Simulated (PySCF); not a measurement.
## Partial charges of `CC(C)[Si@@H]1CC[SiH2]N1`

Compound: C5H15NSi2.
Cartesian coordinates in Å at the GFN2-xTB level; atoms count from 1:
```
atom  x, y, z in Å
C1    -2.596    0.993    0.503
C2    -1.680   -0.219    0.630
C3    -1.842   -1.134   -0.580
Si4    0.131    0.319    0.890
C5     0.981    1.130   -0.604
C6     2.463    0.744   -0.573
Si7    2.623   -1.047    0.040
N8     1.182   -1.059    0.999
H9    -2.321    1.591   -0.363
H10   -3.635    0.683    0.386
H11   -2.526    1.623    1.387
H12   -1.994   -0.779    1.517
H13   -1.605   -0.599   -1.498
H14   -2.868   -1.496   -0.656
H15   -1.179   -1.993   -0.504
H16    0.229    1.150    2.106
H17    0.870    2.215   -0.622
H18    0.538    0.759   -1.529
H19    2.923    0.904   -1.549
H20    2.983    1.400    0.125
H21    2.549   -2.040   -1.040
H22    3.806   -1.280    0.873
H23    0.964   -1.836    1.596
```

Density: PBE0/pcSseg-1 (PySCF); schemes: Mulliken, IAO, Hirshfeld and ESP-fitted. Isolated species at its GFN2-xTB geometry (one conformer only).

Question: Tabulate the Mulliken, IAO, Hirshfeld and ESP-fitted charges.

Answer: In e:

| atom | environment | Mulliken | IAO | Hirshfeld | ESP-fitted |
| --- | --- | --- | --- | --- | --- |
| C1 | methyl carbon | -0.245 | -0.412 | -0.120 | -0.460 |
| C2 | sp3 carbon bound to silicon | -0.626 | -0.375 | -0.108 | +0.194 |
| C3 | methyl carbon | -0.235 | -0.410 | -0.120 | -0.445 |
| Si4 | SiH silicon | +1.008 | +1.011 | +0.389 | +0.396 |
| C5 | sp3 carbon bound to silicon | -0.556 | -0.539 | -0.160 | +0.082 |
| C6 | sp3 carbon bound to silicon | -0.538 | -0.537 | -0.158 | -0.381 |
| Si7 | SiH2 silicon | +0.779 | +0.889 | +0.369 | +0.655 |
| N8 | nitrogen bridging silicon atoms | -0.848 | -0.939 | -0.331 | -0.765 |
| H9 | methyl hydrogen | +0.108 | +0.132 | +0.037 | +0.096 |
| H10 | methyl hydrogen | +0.114 | +0.136 | +0.038 | +0.128 |
| H11 | methyl hydrogen | +0.118 | +0.138 | +0.038 | +0.099 |
| H12 | methine hydrogen | +0.135 | +0.134 | +0.034 | +0.023 |
| H13 | methyl hydrogen | +0.106 | +0.130 | +0.036 | +0.117 |
| H14 | methyl hydrogen | +0.111 | +0.135 | +0.037 | +0.115 |
| H15 | methyl hydrogen | +0.118 | +0.140 | +0.035 | +0.091 |
| H16 | Si–H hydrogen | -0.094 | -0.163 | -0.097 | -0.138 |
| H17 | methylene hydrogen | +0.141 | +0.146 | +0.036 | -0.013 |
| H18 | methylene hydrogen | +0.144 | +0.141 | +0.037 | +0.007 |
| H19 | methylene hydrogen | +0.141 | +0.145 | +0.036 | +0.077 |
| H20 | methylene hydrogen | +0.145 | +0.146 | +0.039 | +0.103 |
| H21 | Si–H hydrogen | -0.114 | -0.158 | -0.093 | -0.157 |
| H22 | Si–H hydrogen | -0.115 | -0.149 | -0.088 | -0.160 |
| H23 | N–H hydrogen | +0.202 | +0.261 | +0.113 | +0.336 |

Mean size of the charges over all atoms: IAO 0.320 e, Mulliken 0.293 e, ESP-fitted 0.219 e, Hirshfeld 0.111 e. Each set sums to the total charge, 0, to within 0.001 e. The Hirshfeld scheme divides the density at each point in proportion to the densities of the neutral, spherically averaged free atoms. The IAO scheme counts the electrons in orthogonalised intrinsic atomic orbitals, a minimal basis polarised so that it spans the occupied orbitals exactly.

Lowest charge. All schemes agree: Mulliken N8 (-0.848); IAO N8 (-0.939); Hirshfeld N8 (-0.331); ESP-fitted N8 (-0.765).

Highest charge. The schemes don't all agree: Mulliken Si4 (+1.008); IAO Si4 (+1.011); Hirshfeld Si4 (+0.389); ESP-fitted Si7 (+0.655).

Question: Sum the charges by element, for elements with more than one atom.

Answer: 
```csv
element,atoms,Mulliken,IAO,Hirshfeld,ESP-fitted
C,5,-2.201,-2.274,-0.666,-1.010
Si,2,+1.787,+1.900,+0.758,+1.051
H,15,+1.261,+1.313,+0.239,+0.723
```

Question: How closely do the schemes follow one another over all atoms?

Answer: Correlation coefficient and root-mean-square difference: IAO with Hirshfeld 0.99, 0.272 e; Mulliken with IAO 0.98, 0.083 e; Mulliken with Hirshfeld 0.96, 0.257 e; Hirshfeld with ESP-fitted 0.85, 0.185 e; IAO with ESP-fitted 0.84, 0.235 e; Mulliken with ESP-fitted 0.74, 0.270 e.

These values come from a run that also computed NMR shieldings. Hardware: Arm Neoverse N1, one thread, no GPU, shared host. Cost: 83 s, 0.95 GiB resident at most.
